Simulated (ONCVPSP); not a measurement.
# Ranking ONCV potentials for B

All share these settings but for the change named:

* Element: B (Z = 5)
* Generator: ONCVPSP 4.0.1
* Type: optimised norm-conserving Vanderbilt (ONCV)
* Functional: PBE
* Relativity: non-relativistic
* Frozen core: [He]
* Valence charge: 3
* Reference configuration: 2s2 2p1
* Partial waves: 2s: rc 1.50 bohr, ncon 4, nbas 8, qcut 3.8 1/bohr, 1 projector; 2p: rc 2.15 bohr, ncon 4, nbas 9, qcut 6.8 1/bohr, 1 projector; d scattering state at 0.17 Ha: rc 2.10 bohr, ncon 4, nbas 9, qcut 4.8 1/bohr, 2 projectors, debl 3.3 Ha
* Local potential: polynomial inside 1.30 bohr (lpopt 2, dvloc0 0 Ha)
* Core correction: polynomial model core, fcfact 0.5

Test errors are all-electron minus pseudo excitation energies from the reference, over 2s2 2p0; 2s1 2p0; 2s2 2p0.5; 2s0 2p3. None of these files shows a bound ghost.

The base gives 81.6 meV.

Of 8 variants that were run, those that failed, showed a ghost or another fault, or gave nearly equal values are left out.

A variant can come out equal or close to the base, since the largest error may sit in a test that the change hardly touches while other tests move.

(1) Rank these variants by their largest absolute test error, smallest first.
A. d: nbas 7
B. all radii but the core radius scaled by about 1.24 (s 1.86, p 2.66, d 2.60 bohr); local potential polynomial inside 1.60 bohr (lpopt 2, dvloc0 0 Ha)
C. local potential polynomial inside 1.35 bohr (lpopt 5, dvloc0 6 Ha)

## Answers

(1) C (72.4 meV), A (81.6 meV), B (112.4 meV).
